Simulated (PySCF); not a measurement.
RuO3, SMILES [O]=[Ru](=[O])=[O] (connectivity only; charge and spin as stated), neutral, multiplicity 3.

Geometry: r2SCAN-D4/def2-TZVP. The multiplicity is an assumed one; other spin states were not compared. The def2 effective core potentials stand for the cores of Ru; spin–orbit coupling is left out.

Two levels are set side by side: PBE/def2-TZVPD (PySCF) and B3LYP/def2-TZVPD (PySCF). Same geometry, gas phase. Differences are taken from unrounded values.

```csv
quantity,PBE
α-spin orbital gap (eV),0.53
β-spin orbital gap (eV),1.61
dipole moment (D),1.19
mean polarisability (bohr³),46.9
```

**Question.** These are the PBE values. What does B3LYP give? (The exact figures need the calculation; the answer reports its results.)

**Answer.** 
| quantity | B3LYP | PBE minus B3LYP |
|---|---|---|
| α-spin orbital gap (eV) | 2.66 | -2.13 |
| β-spin orbital gap (eV) | 3.51 | -1.90 |
| dipole moment (D) | 1.26 | -0.07 |
| mean polarisability (bohr³) | 47.1 | -0.2 |

Rough cost on one machine, each run with all the roots and properties that it gave: B3LYP against PBE within a factor of 2.
